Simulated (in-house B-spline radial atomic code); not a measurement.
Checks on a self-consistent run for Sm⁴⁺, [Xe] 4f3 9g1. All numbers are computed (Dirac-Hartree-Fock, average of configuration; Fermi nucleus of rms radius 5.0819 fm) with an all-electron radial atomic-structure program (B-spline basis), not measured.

```json
{"orbital": "1s1/2", "q": "2", "ε (Eh)": "-1733.91093", "<1/r>": "68.8096", "<r²>": "0.000704681", "small-component weight": "0.05312"}
{"orbital": "2s1/2", "q": "2", "ε (Eh)": "-289.90999", "<1/r>": "16.3704", "<r²>": "0.0110346", "small-component weight": "0.011695"}
{"orbital": "2p1/2", "q": "2", "ε (Eh)": "-274.22448", "<1/r>": "16.3085", "<r²>": "0.00807028", "small-component weight": "0.011695"}
{"orbital": "2p3/2", "q": "4", "ε (Eh)": "-252.01388", "<1/r>": "14.5486", "<r²>": "0.00930704", "small-component weight": "0.010901"}
{"orbital": "3s1/2", "q": "2", "ε (Eh)": "-67.63090", "<1/r>": "5.96826", "<r²>": "0.0736321", "small-component weight": "0.0036879"}
{"orbital": "3p1/2", "q": "2", "ε (Eh)": "-60.86768", "<1/r>": "5.87063", "<r²>": "0.0690382", "small-component weight": "0.0036157"}
{"orbital": "3p3/2", "q": "4", "ε (Eh)": "-56.27659", "<1/r>": "5.43129", "<r²>": "0.0760836", "small-component weight": "0.0034007"}
{"orbital": "3d3/2", "q": "4", "ε (Eh)": "-44.69579", "<1/r>": "5.28921", "<r²>": "0.061306", "small-component weight": "0.0032594"}
{"orbital": "3d5/2", "q": "6", "ε (Eh)": "-43.71326", "<1/r>": "5.17882", "<r²>": "0.063285", "small-component weight": "0.003196"}
{"orbital": "4s1/2", "q": "2", "ε (Eh)": "-16.49437", "<1/r>": "2.48148", "<r²>": "0.37251", "small-component weight": "0.0011511"}
{"orbital": "4p1/2", "q": "2", "ε (Eh)": "-13.80666", "<1/r>": "2.3764", "<r²>": "0.393491", "small-component weight": "0.0010794"}
{"orbital": "4p3/2", "q": "4", "ε (Eh)": "-12.77017", "<1/r>": "2.23851", "<r²>": "0.428824", "small-component weight": "0.0010136"}
{"orbital": "4d3/2", "q": "4", "ε (Eh)": "-8.26309", "<1/r>": "2.02234", "<r²>": "0.492883", "small-component weight": "0.0008549"}
{"orbital": "4d5/2", "q": "6", "ε (Eh)": "-8.07280", "<1/r>": "1.9866", "<r²>": "0.506937", "small-component weight": "0.00083518"}
{"orbital": "5s1/2", "q": "2", "ε (Eh)": "-4.20596", "<1/r>": "1.0011", "<r²>": "1.95578", "small-component weight": "0.00027113"}
{"orbital": "5p1/2", "q": "2", "ε (Eh)": "-3.29306", "<1/r>": "0.917044", "<r²>": "2.29975", "small-component weight": "0.00023461"}
{"orbital": "5p3/2", "q": "4", "ε (Eh)": "-3.10906", "<1/r>": "0.870999", "<r²>": "2.49929", "small-component weight": "0.0002176"}
{"orbital": "4f5/2", "q": "1.2857", "ε (Eh)": "-3.11338", "<1/r>": "1.58034", "<r²>": "0.749043", "small-component weight": "0.00055293"}
{"orbital": "4f7/2", "q": "1.7143", "ε (Eh)": "-3.08932", "<1/r>": "1.56878", "<r²>": "0.759471", "small-component weight": "0.00054668"}
{"orbital": "9g7/2", "q": "0.44444", "ε (Eh)": "-0.15539", "<1/r>": "0.063213", "<r²>": "551.007", "small-component weight": "4.318e-06"}
{"orbital": "9g9/2", "q": "0.55556", "ε (Eh)": "-0.15541", "<1/r>": "0.0632295", "<r²>": "550.868", "small-component weight": "4.3205e-06"}
```

Electron-electron repulsion V_ee = 3667.0707 hartree.

(1) What total energy follows from the eigenvalues?

(2) Does the Dirac virial theorem hold?

(3) What diamagnetic shielding (Lamb formula) and susceptibility (Langevin formula) do the radii give?

Answers

(1) The eigenvalues count the repulsion twice, so E = Σqε - V_ee = -6757.373 - 3667.071 = -10424.444 hartree; the run printed -10424.444.

(2) For a point nucleus E = -2c²Σq·w, with w the small-component weight. Here Σq·w = 0.27753 and c = 137.0360, so the ratio E/(-2c²Σq·w) is 1.000117; the finite nucleus accounts for the departure from 1.

(3) σ = (α²/3)Σq<1/r> = 409.587/(3·137.036²) = 7270.4 ppm, and χ = -0.79199×10⁻⁶·Σq<r²> = -460.3×10⁻⁶ cm³/mol with Σq<r²> = 581.26 bohr². Both are non-relativistic formulas without the paramagnetism of open shells; for so heavy an element the full relativistic shielding is larger by tens of per cent.
